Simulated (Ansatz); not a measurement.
Z-matrix (Å, degrees):
```
Ge
N 1 1.834
N 1 1.829 2 101.7
N 1 1.834 2 108.1 3 122.2
H 1 1.544 2 118.7 3 -117.5
H 2 1.011 1 114.4 3 51.6
H 2 1.010 1 115.3 3 179.6
H 3 1.010 1 114.5 2 179.6
H 3 1.011 1 113.3 2 54.1
H 4 1.009 1 115.8 2 102.6
H 4 1.010 1 115.8 2 -28.1
```

Total charge 0; spin multiplicity 1.

Problem. List the PBE0/def2-TZVPP orbital energies in eV (the Gaussian-basis code of Ansatz). (Best estimate.)

Solution. The calculation gave: Occupied: -10859.84, -1358.01, -1207.83, -1207.82, -1207.81, -390.63, -390.54, -390.52, -170.85, -120.66, -120.64, -120.62, -33.57, -33.56, -33.51, -33.44, -33.42, -23.79, -22.96, -22.90, -14.92, -13.44, -13.32, -12.99, -11.01, -10.59, -9.85, -7.50, -7.32, -7.10. Lowest empty: 0.81, 1.38, 1.49, 2.30, 3.00, 3.09, 3.25, 3.56.
